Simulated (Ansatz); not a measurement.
A structure relaxed at PBE0-D4/def2-TZVP, charge 0, multiplicity 1:

```xyz
8

C    -1.419    1.060   -0.078
Cd    0.229   -0.231    0.008
N     1.714   -1.595    0.070
H    -1.812    1.101   -1.096
H    -1.131    2.068    0.225
H    -2.210    0.708    0.585
H     2.221   -1.620    0.947
H     2.407   -1.491   -0.661
```

Q: Give its formula and SMILES.

A: CH5CdN, `[CH3][Cd][NH2]`.

Q: Summarise the bond lengths by kind.

A: 1 × C–Cd 2.095 Å; 3 × C–H 1.091 Å; 1 × Cd–N 2.018 Å; 2 × H–N 1.013 Å.

Program: Ansatz 0.2.0.
